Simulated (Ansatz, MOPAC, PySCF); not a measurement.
System: AlOH (charge 0, singlet). SMILES: [OH][Al]
Coordinates optimised at B3LYP-D3(BJ)/def2-TZVP (Ansatz, a quantum-chemistry and plane-wave program):
```
O
H 1 0.9528
Al 1 1.6815 2 180.00
```
Charge 0, spin multiplicity 1.

Unscaled harmonic wavenumbers (cm⁻¹) in rising order, each level at the stationary point that it reaches from this structure (no distance between atoms moves by over 0.3 Å); the order of modes can differ between levels, and a negative number is imaginary. B3LYP-D3(BJ)/def2-TZVP (PySCF, at the structure above): 113, 113, 833, 3961.

PM3 (MOPAC): -407, -407, 985, 4154. Zero-point energy 7.3 against 7.2 kcal/mol; where all levels lie over 400 cm⁻¹, the wavenumbers are on average 1.116 times those of B3LYP-D3(BJ)/def2-TZVP. This level finds the structure a saddle point. The zero-point energy leaves imaginary modes out.

B3LYP/6-31G* (Ansatz): -85, -85, 847, 3925. Zero-point energy 6.8 against 7.2 kcal/mol; where all levels lie over 400 cm⁻¹, the wavenumbers are on average 1.004 times those of B3LYP-D3(BJ)/def2-TZVP. This level finds the structure a saddle point. The zero-point energy leaves imaginary modes out.
